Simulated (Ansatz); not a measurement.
A calculation with Ansatz (development build ahead of 0.2.0).

```yaml
crystal:
  periodic: [false, false, false]
  atoms:
    - { symbol: H, position_ang: [2.36982, 5.0e-05, 9.0e-05] }
    - { symbol: H, position_ang: [2.1352, 1.02817, 7.0e-05] }
    - { symbol: H, position_ang: [1.47755, 1.85277, -4.0e-05] }
    - { symbol: H, position_ang: [0.52738, 2.31035, 4.0e-05] }
    - { symbol: H, position_ang: [-0.52722, 2.31034, 9.0e-05] }
    - { symbol: H, position_ang: [-1.47763, 1.85284, -3.0e-05] }
    - { symbol: H, position_ang: [-2.13509, 1.02819, 7.0e-05] }
    - { symbol: H, position_ang: [-2.36968, 9.0e-05, -0.0001] }
    - { symbol: H, position_ang: [-2.13512, -1.02818, 2.0e-05] }
    - { symbol: H, position_ang: [-1.47765, -1.85284, 3.0e-05] }
    - { symbol: H, position_ang: [-0.5273, -2.31025, -1.0e-05] }
    - { symbol: H, position_ang: [0.52726, -2.31045, 0.0] }
    - { symbol: H, position_ang: [1.47752, -1.85275, -3.0e-05] }
    - { symbol: H, position_ang: [2.13522, -1.02832, -9.0e-05] }
basis:
  gaussian: { orbitals: "6-31G" }
total_charge: 1
magnetization:
  spin_polarized: true
  initial_magnetization: 1
hamiltonian:
  xc: hf
correlation:
  method: mp2
  frozen_orbitals: { H: 0 }
output:
  forces: true
```

The input is written out in the form of the current development build from the run's settings.

The run gave:

```yaml
Converged: yes
Reference_energy: -7.16494 hartree
Correlation_energy: -0.16255 hartree
Total_energy: -7.32749 hartree
Spin_squared_of_the_determinant: 0.885
Stability_test: minimum
```

Forces (eV/Å):
| atom | Fx | Fy | Fz |
| --- | --- | --- | --- |
| H1 | 0.031 | -1.804 | 0.000 |
| H2 | -1.362 | 1.755 | 0.000 |
| H3 | 1.355 | -1.071 | 0.000 |
| H4 | -1.783 | -0.291 | 0.000 |
| H5 | 1.594 | 0.491 | 0.000 |
| H6 | -1.392 | -2.445 | 0.000 |
| H7 | 0.955 | 2.076 | -0.001 |
| H8 | 1.155 | -1.445 | 0.001 |
| H9 | 0.576 | -0.790 | 0.000 |
| H10 | -1.829 | 2.912 | 0.000 |
| H11 | 4.548 | -0.807 | 0.000 |
| H12 | -4.680 | 0.034 | 0.000 |
| H13 | 1.479 | 1.160 | 0.000 |
| H14 | -0.647 | 0.226 | 0.001 |

Caution: bonds are stretched, where a single reference can fail; the unrestricted determinant is spin contaminated; MP2 forces lie far from those of the mean fields; the charge can sit on one fragment and break the point group; the determinant breaks the point group.
